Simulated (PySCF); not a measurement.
# Electron correlation in O²⁺ (oxygen, charge +2)

[He] 2s1 2p2 3s1, high-spin 5P determinant (an excited configuration). Calculation: PySCF 2.14, in aug-cc-pVDZ (4s3p2d, 23 functions); no relativity, point nucleus. Frozen: 1s2; 4 electrons correlated.

| level | correlation energy (mhartree) |
| --- | --- |
| CCSD | -15.03 |
| (T) | -0.05 |
| CCSD(T) | -15.08 |
| CCSDT | -15.09 |
| FCI | -15.10 |

Diagnostics: T1 = 0.0028, D1 = 0.0070, largest double amplitude 0.040, weight of the Hartree-Fock determinant in FCI 0.9931 (7315 determinants).

The outer electron is Rydberg-like, and this basis confines it to a smaller radius and binds it less than a complete one would.

Cost of the coupled-cluster step: roughly 0.17 core-seconds, for 4 correlated electrons.

Iterations:

```
CC2 = 0
CCSD nocc = (np.int64(4), np.int64(0)), nmo = (22, 22)
frozen orbitals [[0], [0]]
max_cycle = 100
direct = 0
conv_tol = 1e-08
conv_tol_normt = 1e-06
diis_space = 8
diis_start_cycle = 0
Init t2, MP2 energy = -0.0109475981794357
Init E_corr(UCCSD) = -0.0109475981794474
cycle = 1  E_corr(UCCSD) = -0.0135218267835019  dE = -0.0025742286  norm(t1,t2) = 0.0166979
cycle = 2  E_corr(UCCSD) = -0.0143042871770587  dE = -0.000782460394  norm(t1,t2) = 0.00869487
cycle = 3  E_corr(UCCSD) = -0.0149874194921158  dE = -0.000683132315  norm(t1,t2) = 0.00553147
cycle = 4  E_corr(UCCSD) = -0.0149927026821809  dE = -5.28319007e-06  norm(t1,t2) = 0.00222102
cycle = 5  E_corr(UCCSD) = -0.0150338303078701  dE = -4.11276257e-05  norm(t1,t2) = 0.00064102
cycle = 6  E_corr(UCCSD) = -0.015031964425322  dE = 1.86588255e-06  norm(t1,t2) = 0.000130171
cycle = 7  E_corr(UCCSD) = -0.0150326846530826  dE = -7.20227761e-07  norm(t1,t2) = 1.67726e-05
cycle = 8  E_corr(UCCSD) = -0.0150324704723422  dE = 2.1418074e-07  norm(t1,t2) = 2.18419e-06
cycle = 9  E_corr(UCCSD) = -0.0150325342513465  dE = -6.37790044e-08  norm(t1,t2) = 4.59169e-07
cycle = 10  E_corr(UCCSD) = -0.0150325201586895  dE = 1.40926571e-08  norm(t1,t2) = 1.08988e-07
cycle = 11  E_corr(UCCSD) = -0.0150325208091278  dE = -6.50438354e-10  norm(t1,t2) = 7.90109e-09
UCCSD converged
E(UCCSD) = -71.62229139967272  E_corr = -0.01503252080912784
UCCSD(T) correction = -4.9104954958052e-05
```
